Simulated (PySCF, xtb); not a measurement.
HSZn, SMILES [SH][Zn] (connectivity only; charge and spin as stated), neutral, multiplicity 2.

Harmonic wavenumbers (cm⁻¹) from GFN2-xTB (xtb 6.7.1) at its own minimum, in rising order: 221, 426, 2466.

Task: What does B3LYP-D3(BJ)/def2-TZVP in PySCF give at its own minimum? (The exact figures need the calculation; the answer reports its results.)

Result: 301, 572, 2657. Paired by order, the mean absolute difference is 138 cm⁻¹ and the zero-point energies are 4.5 and 5.0 kcal/mol.
